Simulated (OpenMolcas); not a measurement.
Mn4+ (d3) among equal point charges was computed by CASSCF with the d shell active (OpenMolcas, ANO-RCC-VTZP on the metal). Its lowest spin-free states, and all those of the highest spin:

| 2S+1 | Degeneracy | E (cm-1) |
| --- | --- | --- |
| 4 | 1 | 0.0 |
| 4 | 2 | 815.2 |
| 4 | 1 | 3360 |
| 4 | 1 | 3659 |
| 4 | 2 | 4472 |
| 4 | 1 | 19689 |
| 2 | 1 | 20723 |
| 2 | 2 | 21059 |
| 2 | 1 | 21898 |
| 2 | 1 | 22320 |
| 2 | 2 | 22688 |
| 2 | 1 | 22773 |
| 4 | 2 | 25711 |

Is the site octahedral, tetrahedral or cube-like, axial, or of lower symmetry?

The states with 2S+1 = 4 have orbital degeneracies 1, 2, 1, 1, 2, 1, 2. There are pairs but no triples, so the site is axial: not cubic, but with a proper or improper axis of order three or more. The run had Mn4+ among 5 point charges of -2.5 e arranged as a square pyramid (C4v), 1.96 Å from the ion, with the axial distance 1.921 Å.

Without dynamic correlation the repulsion within the d shell is too large (B by tens of per cent), so at a given field states of lower spin stand too high. The ground term spreads over less than 5000 cm-1, several times less than with real ligands, so orbital moments are less quenched and χT lies further from the spin-only value than at real sites. Point charges carry no covalency, so the field is a model and not that of real ligands. An unlabelled pair can be two single states that coincide in this model. No measured value stands beside these numbers.
